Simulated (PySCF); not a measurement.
PySCF 2.14 output of a UHF calculation on a single atom or ion in aug-cc-pVQZ, with no relativity, point nucleus:

```
SCF conv_tol = 1e-09
number electrons alpha = 2  beta = 2
cycle= 1 E= -36.4082723559501  delta_E= -1.05e-11  |g|= 6.54e-07  |ddm|= 1.13e-05
converged SCF energy = -36.4082723559501  <S^2> = 6.6613381e-16  2S+1 = 1
```

The run itself started from symmetry-adapted Hartree-Fock orbitals and held the occupation by maximum overlap, so the iterations belong to that start.

Q: Which element, charge and spin multiplicity is this?

A: C²⁺ (carbon, charge +2), multiplicity 1; the state was [He] 2s2, closed-shell 1S.
